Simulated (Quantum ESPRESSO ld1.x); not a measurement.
ld1.x (Quantum ESPRESSO 7.5) input

```
 &input
    zed=47.0,
    iswitch=1,
    rel=2,
    dft='PZ',
    config='[Kr] 4d10 5s1',
    lsmall=.true.,
    prefix='ld1',
    max_out_wfc=37,
    file_charge='ld1.rho',
 /
```

It prints (banner and zero overlaps left out):

```
     Program LD1 v.7.5 starts

     --------------------------- All-electron run ----------------------------

     dirac relativistic calculation

     atomic number is 47.00
     dft =PZ   lsd =0 sic =0 latt =0  beta=0.20 tr2=1.0E-14
     Exchange-correlation= PZ
                           (   1   1   0   0   0   0   0)
     mesh =2057 r(mesh) =  99.27089 a.u. xmin = -8.00 dx = 0.00800
     1 Ry =  13.60569312 eV, c = 137.03599908

     n l j   nl                  e(Ry)          e(Ha)          e(eV)
     Spin orbit split results
     1 0 0.5 1S 1( 2.00)     -1858.3509      -929.1755    -25284.1521
     2 0 0.5 2S 1( 2.00)      -273.6153      -136.8076     -3722.7252
     2 1 0.5 2P 1( 2.00)      -254.4218      -127.2109     -3461.5845
     2 1 1.5 2P 1( 4.00)      -241.5550      -120.7775     -3286.5227
     3 0 0.5 3S 1( 2.00)       -50.1298       -25.0649      -682.0502
     3 1 0.5 3P 1( 2.00)       -42.4857       -21.2428      -578.0473
     3 1 1.5 3P 1( 4.00)       -40.2147       -20.1073      -547.1485
     4 0 0.5 4S 1( 2.00)        -6.9840        -3.4920       -95.0217
     4 1 0.5 4P 1( 2.00)        -4.5714        -2.2857       -62.1969
     4 1 1.5 4P 1( 4.00)        -4.1922        -2.0961       -57.0372
     3 2 1.5 3D 1( 4.00)       -26.6288       -13.3144      -362.3033
     3 2 2.5 3D 1( 6.00)       -26.1710       -13.0855      -356.0740
     4 2 1.5 4D 1( 4.00)        -0.5882        -0.2941        -8.0035
     4 2 2.5 4D 1( 6.00)        -0.5470        -0.2735        -7.4420
     5 0 0.5 5S 1( 1.00)        -0.3470        -0.1735        -4.7208
     Averaged results
     1 0     1S 1( 2.00)     -1858.3509      -929.1755    -25284.1521
     2 0     2S 1( 2.00)      -273.6153      -136.8076     -3722.7252
     2 1     2P 1( 6.00)      -245.8439      -122.9219     -3344.8766
     3 0     3S 1( 2.00)       -50.1298       -25.0649      -682.0502
     3 1     3P 1( 6.00)       -40.9717       -20.4858      -557.4481
     4 0     4S 1( 2.00)        -6.9840        -3.4920       -95.0217
     4 1     4P 1( 6.00)        -4.3186        -2.1593       -58.7571
     3 2     3D 1(10.00)       -26.3541       -13.1770      -358.5657
     4 2     4D 1(10.00)        -0.5635        -0.2817        -7.6666
     5 0     5S 1( 1.00)        -0.3470        -0.1735        -4.7208

     final scf error:  9.5E-15 reached in  23 iterations

     Etot =  -10624.672513 Ry,   -5312.336256 Ha, -144556.033743 eV

     Ekin =   11116.258052 Ry,    5558.129026 Ha,  151244.395727 eV
     Encl =  -25776.369976 Ry,  -12888.184988 Ha, -350705.379719 eV
     Eh   =    4324.363334 Ry,    2162.181667 Ha,   58835.960474 eV
     Exc  =    -288.923923 Ry,    -144.461961 Ha,   -3931.010226 eV

     normalization and overlap integrals

     s(1S/1S) =  1.000000  <r> =   0.0311  <r2> =    0.0013  r(max) =   0.0201
     s(2S/2S) =  1.000000  <r> =   0.1347  <r2> =    0.0214  r(max) =   0.1142
     s(2P/2P) =  1.000000  <r> =   0.1142  <r2> =    0.0160  r(max) =   0.0884
     s(2P/2P) =  1.000000  <r> =   0.1192  <r2> =    0.0173  r(max) =   0.0927
     s(3S/3S) =  1.000000  <r> =   0.3690  <r2> =    0.1559  r(max) =   0.3335
     s(3P/3P) =  1.000000  <r> =   0.3605  <r2> =    0.1512  r(max) =   0.3204
     s(3P/3P) =  1.000000  <r> =   0.3714  <r2> =    0.1603  r(max) =   0.3282
     s(4S/4S) =  1.000000  <r> =   0.9112  <r2> =    0.9424  r(max) =   0.8235
     s(4P/4P) =  1.000000  <r> =   0.9785  <r2> =    1.0997  r(max) =   0.8571
     s(4P/4P) =  1.000000  <r> =   1.0109  <r2> =    1.1744  r(max) =   0.8850
     s(3D/3D) =  1.000000  <r> =   0.3440  <r2> =    0.1411  r(max) =   0.2730
     s(3D/3D) =  1.000000  <r> =   0.3475  <r2> =    0.1439  r(max) =   0.2752
     s(4D/4D) =  1.000000  <r> =   1.4058  <r2> =    2.4614  r(max) =   1.0303
     s(4D/4D) =  1.000000  <r> =   1.4328  <r2> =    2.5654  r(max) =   1.0386
     s(5S/5S) =  1.000000  <r> =   3.1082  <r2> =   11.2365  r(max) =   2.4840

     ------------------------ End of All-electron run ------------------------
```

Run on one thread of a shared host, so times are rough (Intel(R) Xeon(R) Processor @ 2.60GHz): 0.64 s of CPU time, 0.66 s wall, 23 iterations on 2057 mesh points.
